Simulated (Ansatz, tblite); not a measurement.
Series B2X4: vertical triplet (eV) at several levels, gas phase, relaxed structures; Ansatz, xTB through tblite. xTB has no spin-polarisation term. The structures are stationary points that may keep the symmetry of their start. Remarks come from the PBE and PBE0 runs and from stability tests at other levels; not every state was tested. HOMO above LUMO (over both spins in singlets and doublets, within one spin in higher multiplets; at PBE or PBE0), or a gap under 0.15 eV within one spin, warns that the state may not be the lowest or that an electron is smeared out.

```tsv
species	state	geometry	GFN1-xTB	GFN2-xTB	PBE-D4/def2-TZVP	r2SCAN-D4/def2-TZVP	PBE0-D4/def2-TZVP	remarks
B2(Br)4 (B2Br4)	singlet	PBE-D4/def2-SVP	3.36	3.08	3.41	3.57	3.81	gap within one spin near zero at PBE or PBE0 (triplet)
B2(Cl)4 (B2Cl4)	singlet	PBE0-D4/def2-SVP	4.00	3.26	3.73	3.87	4.14	–
B2(F)4 (B2F4)	singlet	r2SCAN-D4/def2-SVP	5.86	4.95	5.81	5.98	6.25	–
B2(OH)4 (B2O4H4)	singlet	PBE-D4/def2-SVP	5.09	4.39	4.71	4.70	4.92	–
```

Over the 4 species that have every level, the mean is 4.58 at GFN1-xTB, 3.92 at GFN2-xTB, 4.41 at PBE-D4/def2-TZVP, 4.53 at r2SCAN-D4/def2-TZVP, 4.78 at PBE0-D4/def2-TZVP.
